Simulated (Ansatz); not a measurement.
`CC[SiH2][SiH3]` + `[OH][Ga]([F])[F]` → `[F][Ga]([F])[O][SiH3]` + `CC[SiH3]` at 298.15 K and 1 bar (cleavage of the Si–Si bond).

Gas-phase electronic energies from Ansatz, PBE0-D4/def2-TZVP geometries. CCSD(T)/CBS adds triple-zeta CCSD(T) − MP2 to the extrapolated MP2 energy (def2 sets, frozen cores). For Ga outer-core shells are correlated without core-valence functions, which leaves a few kJ/mol of doubt a bond. Scalar relativity is left out up to krypton. One conformer a species, not always the lowest.

```
                species  CCSD(T)/CBS energy (Eh)  H − E (kJ/mol)  S (J/(mol·K))
       `CC[SiH2][SiH3]`               -660.27614           304.2          361.6
     `[OH][Ga]([F])[F]`              -2199.41346            63.3          313.3
`[F][Ga]([F])[O][SiH3]`              -2489.72997           111.4          388.2
             `CC[SiH3]`               -369.99568           252.6          298.1
```

H − E and S are ideal-gas, rigid-rotor, harmonic terms from PBE0-D4/def2-TZVP, for one conformer and one mirror image of each species. 1 Eh = 2625.50 kJ/mol, R = 8.31446 J/(mol·K).

**Question.** By hand: ΔE, ΔH, ΔS and ΔG.

**Answer.** ΔE = (-2489.72997) + (-369.99568) − (-660.27614) − (-2199.41346) = -0.03605 Eh = -94.6 kJ/mol. Δ(H − E) = 111.4 + 252.6 − 304.2 − 63.3 = -3.5, so ΔH = -98.1 kJ/mol. ΔS = 388.2 + 298.1 − 361.6 − 313.3 = 11.4 J/(mol·K). ΔG = -98.1 − 298.15 × (11.4)/1000 = -101.5 kJ/mol.

**Question.** By hand: the equilibrium constant, and the temperature at which ΔG would vanish if ΔH and ΔS stayed fixed.

**Answer.** log₁₀ K = −ΔG/(RT ln 10) = 17.8. ΔH and −TΔS have one sign here, so there is no such temperature.

The number of gas molecules stays the same, so ΔS is small and ΔH decides. A doubt of 5 kJ/mol in ΔE shifts log₁₀ K by 0.9 here. Other conformers and mirror images would add mixing entropy, several J/(mol·K) or more a flexible species. Modes under 60 cm⁻¹, often nearly free rotors, make the harmonic entropy too high. These are equilibria of isolated gas molecules and say nothing of rates. Largest T1 diagnostic: 0.015 (customary marks: 0.02 for closed shells, 0.045 for open ones).

ΔS is within the doubt of such terms, so its sign, and with it that verdict, could turn.
